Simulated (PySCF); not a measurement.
# Radial density of Cd⁵⁺ (cadmium, charge +5)

r2SCAN, [Kr] 4d7, high-spin 4F determinant. All numbers are calculated (PySCF 2.14, the spin-free X2C one-electron Hamiltonian (Gaussian nucleus), in an even-tempered Gaussian basis (23 s from 0.076 bohr⁻², ratio 2.5; 16 p from 0.098 bohr⁻², ratio 2.5; 12 d from 0.098 bohr⁻², ratio 2.5; 5 f from 1.2 bohr⁻², ratio 2.7; 4 g from 1.8 bohr⁻², ratio 2.7)).

| r (bohr) | 4πr²ρ (e/bohr) | 4πr²(ρα − ρβ) |
| --- | --- | --- |
| 0.0210 | 62.09 | -0.0014 |
| 0.0353 | 54.13 | 0.0002 |
| 0.0594 | 61.22 | 0.0265 |
| 0.1000 | 77.77 | 0.2267 |
| 0.168 | 53.41 | 0.7769 |
| 0.283 | 63.34 | 0.6162 |
| 0.476 | 26.95 | 0.1322 |
| 0.800 | 19.51 | 2.9458 |
| 1.35 | 8.096 | 2.0319 |
| 2.26 | 0.4269 | 0.1457 |
| 3.81 | 0.001135 | 0.0003 |

Densities and radii are taken from the X2C orbitals without a picture-change correction, which distorts them close to the nucleus.
